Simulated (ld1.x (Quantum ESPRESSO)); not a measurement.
Values are calculated unless marked as measured or tabulated.
**Potentials for I compared**

Generated with ld1.x 7.5 (TM, RRKJ, ultrasoft, PAW), atompaw 4.2 or ONCVPSP 4.0.1. The cutoff is in Ry: for ld1.x and atompaw files where the sum of valence levels is converged to 10 mRy in a Bessel basis, for ONCV files where the hardest occupied wave has 1 mHa per electron of residual kinetic energy. The error is the largest all-electron minus pseudo excitation energy over each file’s own four to seven test configurations (ionisations up to +4, promotions, holes and added fractions of an electron), all of which were solved. The labels leave out finer settings (local radius, basis sizes, second energies), which also bear on the numbers. Spin-polarised tests are not counted. The rows are a selection from randomly drawn settings: files with unsolved tests, undetermined cutoffs or missed reference levels are left out.

A true bound ghost makes a file unfit for plane-wave use even where its test errors are small: the radial tests pick states by their node count and pass the ghost by.

```csv
potential,cutoff (Ry),largest error (meV),bound ghosts
"TM, LDA (PZ), scalar-relativistic, rc 1.70/1.70/1.25 (spd), local s, core correction no, reference 4d10 5s2 5p5",120,-360,none
"TM, PBEsol, scalar-relativistic, rc 1.42/1.94 (sp), local smoothed, core correction yes, reference 5s2 5p5",60,-101,"s, d"
"TM, LDA (PZ), scalar-relativistic, rc 1.30/1.80 (sp), local smoothed, core correction yes, reference 5s2 5p5",110,-203,"s, d"
```

Problem. Fill in the row for I: RRKJ, LDA (PZ), scalar-relativistic, rc 1.50/2.20/2.10 (spd), local p, core correction yes, reference 5s2 5p5.

Solution. cutoff 35 Ry, largest error -77 meV, bound ghosts: none.

Problem. Fill in the row for I: TM, PBE, fully relativistic, rc 1.75/2.10/2.10 (spd), local s, core correction yes, reference 5s2 5p5.

Solution. cutoff 35 Ry, largest error -108 meV, bound ghosts: none.

Problem. Fill in the row for I: RRKJ, LDA (PZ), scalar-relativistic, rc 1.70/1.90 (sp), local p, core correction yes, reference 5s1.5 5p5.5.

Solution. cutoff 40 Ry, largest error -74 meV, bound ghosts: none.
